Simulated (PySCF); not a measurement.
```xyz
5
charge 0 multiplicity 4, angstrom
Rh    0.0000    0.0000    0.0000
F     1.7860   -0.0001    0.4809
F    -1.7860    0.0000    0.4809
F     0.0001    1.7860   -0.4808
F    -0.0001   -1.7860   -0.4809
```

All numbers come from UPBE0 in PySCF with Rh def2-SVP with ECP28, F def2-SVP; scalar-relativistic core potentials, no spin–orbit coupling; density-fitted integrals.

This geometry of RhF4 is a stationary point at this level.

Task: What is the point group?

Result: D2d.

Task: Is it a minimum?

Result: No: it has 2 imaginary modes (one degenerate set), at 550i cm⁻¹ (e).

Task: List the harmonic modes with their infrared intensities.

Result: 
| symmetry | ω (cm⁻¹) | IR (km/mol, summed over degenerate members) | type |
| --- | --- | --- | --- |
| e | 550i | – | bend |
| a1 | 113 | 0.0 | bend |
| b2 | 161 | 28.8 | bend |
| b1 | 230 | 0.0 | bend |
| e | 638 | 276 | stretch |
| b2 | 638 | 11.0 | stretch |
| a1 | 648 | 0.0 | stretch |

Task: What are the dipole moment and the gap between the highest occupied and lowest empty levels of either spin?

Result: 0.00 D and 2.16 eV.

Task: Give the atomic charges and bond orders.

Result: 
```csv
atom,Mulliken,Löwdin,polar tensor,spin (Mulliken),Mayer order to Rh1
Rh1,1.16,0.39,2.98,2.05,–
"F2,3,4,5",-0.29,-0.10,-0.75,0.24,1.01
```

In D2d the vibrations span 2e + 2a1 + 2b2 + b1. The a1, b1 modes carry no infrared intensity, as symmetry demands.

This need not be the most stable arrangement of these atoms. With open d or f shells other occupations or spin states may lie lower. At this level a quartet minimum of D4h symmetry lies 85 kJ/mol below this structure.
